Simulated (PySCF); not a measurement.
**RbAs: one state, many levels of theory**

State: ³Σ⁻ (triplet), unpaired electrons π ↑↑. Set-up: PySCF, scalar-relativistic core potentials, basis sets Rb def2-SVP with ECP28, As def2-SVP. De refers to Rb + As in their high-spin ground configurations, without counterpoise correction. The functionals are run spin-unrestricted. A positive dipole means Rb(−)As(+). Levels whose curve was spin-contaminated or gave no clean fit are not listed.

```tsv
Level	Re (Å)	ωe (cm⁻¹)	De (eV)	μ (D)
PBE	3.307	125	1.25	-7.74
TPSS	3.308	128	1.33	-8.62
r²SCAN	3.309	128	1.20	-8.98
r²SCANh	3.301	130	1.16	-9.28
PBE0	3.285	132	1.14	-8.93
BHandHLYP	3.294	134	1.06	-9.47
CAM-B3LYP	3.270	138	1.15	-9.41
```

Q: What does a quarter of exact exchange do here, going from PBE to PBE0?

A: PBE0 less PBE: -2.2 pm in Re, +5.6 % in ωe, -0.11 eV in De. Exact exchange removes part of the self-interaction that spreads semilocal densities, and in most molecules shortens and stiffens the bond and lowers De; so it does here.

Q: What does the step from GGA to meta-GGA do here, going from PBE to r²SCAN?

A: r²SCAN less PBE: +0.2 pm in Re, +2.4 % in ωe, -0.05 eV in De. 

Spin–orbit coupling is left out. The state was picked by a PBE0 search and need not be the measured ground state.
